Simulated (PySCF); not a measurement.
Ge(F)(Cl)2(Me) (CH3Cl2FGe), SMILES [CH3][Ge]([F])([Cl])[Cl].

Geometry: B3LYP-D3(BJ)/def2-SVP. This is a generated structure with no PubChem entry under its InChIKey; it may be hypothetical.

Two levels are set side by side: TDA-PBE/def2-SVPD (PySCF) and TDA-ωB97X/def2-SVPD (PySCF). Vertical, same geometry. The lowest singlet is HOMO→LUMO 89 % with PBE and HOMO→LUMO 85 % with the other functional; states are paired by order. Differences are taken from unrounded values.

| quantity | TDA-PBE |
|---|---|
| lowest singlet excitation (eV) | 5.99 |
| lowest triplet excitation (TDA) (eV) | 5.56 |
| first bright state (f over 0.05) (eV) | 6.22 |
| its oscillator strength | 0.06 |

These are the TDA-PBE values. What does TDA-ωB97X give? (Estimate from the structure and the level; the computed values follow.)


| quantity | TDA-ωB97X | TDA-PBE minus TDA-ωB97X |
|---|---|---|
| lowest singlet excitation (eV) | 7.26 | -1.27 |
| lowest triplet excitation (TDA) (eV) | 6.64 | -1.08 |
| first bright state (f over 0.05) (eV) | 7.48 | -1.26 |
| its oscillator strength | 0.10 | -0.04 |

Functionals without exact exchange tend to place singlet excitations lower, as here. Differences between two approximate levels are no errors against the true value.

Rough cost on one machine, each run with all the roots and properties that it gave: TDA-ωB97X against TDA-PBE about 5 times.
